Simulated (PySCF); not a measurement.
CH10N2Si2. Atoms are numbered in the order given.

```xyz
15

N     -2.3312    -0.7466     0.7147
C     -1.9421     0.6703     0.7449
Si    -0.4666     0.8967    -0.4260
N      0.6227    -0.3939    -0.0066
Si     2.3177    -0.6277    -0.2976
H     -3.0084    -0.9608     1.4469
H     -2.7877    -0.9727    -0.1698
H     -2.7590     1.3908     0.5280
H     -1.5767     0.9099     1.7585
H     -0.9674     0.8232    -1.8386
H      0.1928     2.2240    -0.2548
H      0.0889    -1.1759     0.3822
H      3.0007    -1.1664     0.9177
H      2.6131    -1.5759    -1.4181
H      2.9006     0.6996    -0.6483
```

Coordinates come from a B3LYP-D3(BJ)/def2-SVP optimisation. The structure was generated by enumeration, and PubChem lists no compound with its InChIKey, so it may never have been made. The values are those of a single conformer.

Computed with PySCF with HF/pcSseg-1.

GIAO shieldings, no solvent; atoms listed in one row are averaged. δ = σ(ref) − σ: ¹⁵N against NH3 (σ = 267.3 ppm); ¹³C against TMS (σ = 192.6 ppm); ²⁹Si against TMS (σ = 393.8 ppm); ¹H against TMS (σ = 31.99 ppm), references at their B3LYP-D3(BJ)/def2-TZVP geometries, non-relativistic.

Question: Estimate the chemical shifts. (An estimate is asked for; the answer gives what the named calculation found.)

Answer: 
```json
[
 {"nucleus": "¹⁵N", "atoms": "N1", "count": "1", "δ (ppm)": "13.4"},
 {"nucleus": "¹⁵N", "atoms": "N4", "count": "1", "δ (ppm)": "-10.4"},
 {"nucleus": "¹³C", "atoms": "C2", "count": "1", "δ (ppm)": "28.0"},
 {"nucleus": "²⁹Si", "atoms": "Si3", "count": "1", "δ (ppm)": "-29.8"},
 {"nucleus": "²⁹Si", "atoms": "Si5", "count": "1", "δ (ppm)": "-54.1"},
 {"nucleus": "¹H", "atoms": "H13, H14, H15", "count": "3", "δ (ppm)": "4.56"},
 {"nucleus": "¹H", "atoms": "H10, H11", "count": "2", "δ (ppm)": "4.51"},
 {"nucleus": "¹H", "atoms": "H9", "count": "1", "δ (ppm)": "2.32"},
 {"nucleus": "¹H", "atoms": "H8", "count": "1", "δ (ppm)": "2.23"},
 {"nucleus": "¹H", "atoms": "H12", "count": "1", "δ (ppm)": "1.47"},
 {"nucleus": "¹H", "atoms": "H6", "count": "1", "δ (ppm)": "1.11"},
 {"nucleus": "¹H", "atoms": "H7", "count": "1", "δ (ppm)": "0.34"}
]
```
